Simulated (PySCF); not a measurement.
CH₄Cl₂OSn, SMILES C[O][SnH]([Cl])[Cl].

Geometry optimised at B3LYP-D3(BJ)/def2-SVP. The def2 effective core potentials stand for the cores of Sn; spin–orbit coupling is left out. One conformer was computed; it need not be the lowest.

Calculation: PBE/def2-TZVP (PySCF).

Symmetry labels are those of the subgroup Cs that the program uses (full group Cs).

Computed valence orbital energies around the gap with their symmetry:
| orbital | symmetry | energy (eV) |
|---|---|---|
| HOMO−7 | A' | -9.48 |
| HOMO−6 | A" | -9.47 |
| HOMO−5 | A' | -8.21 |
| HOMO−4 | A' | -7.94 |
| HOMO−3 | A" | -7.92 |
| HOMO−2 | A" | -7.79 |
| HOMO−1 | A' | -7.38 |
| HOMO | A" | -6.78 |
| LUMO | A' | -3.07 |
| LUMO+1 | A' | -1.15 |
| LUMO+2 | A" | -1.13 |
| LUMO+3 | A' | 0.29 |
